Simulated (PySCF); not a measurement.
PySCF 2.14 output of an unrestricted PBE calculation on a single atom or ion in aug-cc-pwCVTZ-X2C, with scalar relativity by spin-free X2C-1e:

```
SCF conv_tol = 1e-09
number electrons alpha = 29  beta = 27
    J. P. Perdew, K. Burke, and M. Ernzerhof.,  Phys. Rev. Lett. 77, 3865 (1996)
    J. P. Perdew, K. Burke, and M. Ernzerhof.,  Phys. Rev. Lett. 78, 1396 (1997)
    J. P. Perdew, K. Burke, and M. Ernzerhof.,  Phys. Rev. Lett. 77, 3865 (1996)
    J. P. Perdew, K. Burke, and M. Ernzerhof.,  Phys. Rev. Lett. 78, 1396 (1997)
cycle= 1 E= -8134.26343055548  delta_E= -0.00977  |g|= 0.0329  |ddm|= 0.73
cycle= 2 E= -8134.26372735398  delta_E= -0.000297  |g|= 0.0247  |ddm|= 0.202
cycle= 3 E= -8134.26390462999  delta_E= -0.000177  |g|= 0.00332  |ddm|= 0.0558
cycle= 4 E= -8134.26390617313  delta_E= -1.54e-06  |g|= 0.000277  |ddm|= 0.0147
cycle= 5 E= -8134.26390627636  delta_E= -1.03e-07  |g|= 4.95e-05  |ddm|= 0.00491
cycle= 6 E= -8134.26390628548  delta_E= -9.12e-09  |g|= 8.37e-06  |ddm|= 0.00156
cycle= 7 E= -8134.26390628581  delta_E= -3.24e-10  |g|= 1e-06  |ddm|= 0.000159
converged SCF energy = -8134.26390628581  <S^2> = 2.0000984  2S+1 = 3.0000656
```

The run itself started from symmetry-adapted Hartree-Fock orbitals and held the occupation by maximum overlap, on a logarithmic radial grid, so the iterations belong to that start.

Task: Which element, charge and spin multiplicity is this?

Result: Ba (barium, neutral), multiplicity 3; the state was [Xe] 6s1 6p1, high-spin 3P determinant (an excited configuration).

Spin-orbit coupling, absent here, splits the open shell strongly.
